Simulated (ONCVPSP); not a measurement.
Potentials for boron compared

Generated with ld1.x 7.5 (TM, RRKJ, ultrasoft, PAW), atompaw 4.2 or ONCVPSP 4.0.1. The cutoff is in Ry: for ld1.x and atompaw files where the sum of valence levels is converged to 10 mRy in a Bessel basis, for ONCV files where the hardest occupied wave has 1 mHa per electron of residual kinetic energy. The error is the largest all-electron minus pseudo excitation energy over each file’s own four to seven test configurations (ionisations up to +4, promotions, holes and added fractions of an electron), all of which were solved. The labels leave out finer settings (local radius, basis sizes, second energies), which also bear on the numbers. Spin-polarised tests are not counted. The rows are a selection from randomly drawn settings: files with unsolved tests, undetermined cutoffs or missed reference levels are left out.

| potential | cutoff (Ry) | largest error (meV) | bound ghosts |
| --- | --- | --- | --- |
| ONCV, PBE, scalar-relativistic, rc 1.45/1.30 (sp), local p, core correction yes, reference 2s1, qcut 3.8/5.8, projectors 3/0 | 49 | -931 | none |
| ONCV, LDA (Perdew-Wang 92), scalar-relativistic, rc 1.35/2.65/2.55 (spd), local smoothed, core correction yes, reference 2s1 2p2, qcut 5/4.2/3.6, projectors 2/2/2 | 22 | +479 | none |
| ONCV, BLYP, scalar-relativistic, rc 1.25/2.00/2.10 (spd), local s, core correction yes, reference 2s2 2p1, qcut 6.3/3.7/5, projectors 0/2/2 | 67 | +159 | none |
| ONCV, PBEsol, scalar-relativistic, rc 1.70/2.80/2.30 (spd), local smoothed, core correction no, reference 2s1 2p2, qcut 4.8/4.7/4.4, projectors 1/2/1 | 17 | +400 | none |

Problem. Fill in the row for B: ONCV, LDA (Perdew-Wang 92), non-relativistic, rc 1.00/3.45/2.75 (spd), local s, core correction yes, reference 2s2 2p0.5, qcut 6.1/4.5/4.2, projectors 0/2/2.

Solution. cutoff 24 Ry, largest error +224 meV, bound ghosts: none.

Problem. Fill in the row for B: ONCV, LDA (Perdew-Zunger), non-relativistic, rc 1.15/2.75/2.05 (spd), local smoothed, core correction yes, reference 2s2 2p0.5, qcut 7.1/4.4/4.4, projectors 1/2/2.

Solution. cutoff 26 Ry, largest error +100 meV, bound ghosts: none.
